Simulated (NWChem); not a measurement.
System: BGeH₃ClF; SMILES F[B](Cl)[GeH3]

```xyz
7

B     -0.4298    -0.6814     0.0576
Cl     0.5992    -1.9193    -0.6456
F     -1.5537    -1.0817     0.6124
Ge     0.1247     1.3172     0.0030
H     -0.9203     2.2229     0.6771
H      1.4772     1.4959     0.7164
H      0.3038     1.7621    -1.4599
```
Atoms are numbered in this order, from 1.

Coordinates come from a PBE0/def2-SVP optimisation.

Q: Give the principal values of the shielding tensors (ppm) of B1, Cl2, F3, Ge4 from Hartree-Fock/6-31G* (spherical d), GIAO (NWChem), with their diamagnetic and paramagnetic parts as GIAO splits them.

A: 
| atom | σ11 | σ22 | σ33 | isotropic | diamagnetic | paramagnetic |
|---|---|---|---|---|---|---|
| B1 | 15.9 | 95.2 | 97.4 | 69.5 | 191.9 | -122.4 |
| Cl2 | 466.7 | 889.7 | 1000.7 | 785.7 | 1147.5 | -361.8 |
| F3 | 31.6 | 194.4 | 431.1 | 219.0 | 470.7 | -251.7 |
| Ge4 | 1864.4 | 1880.2 | 1939.9 | 1894.8 | 2758.5 | -863.7 |
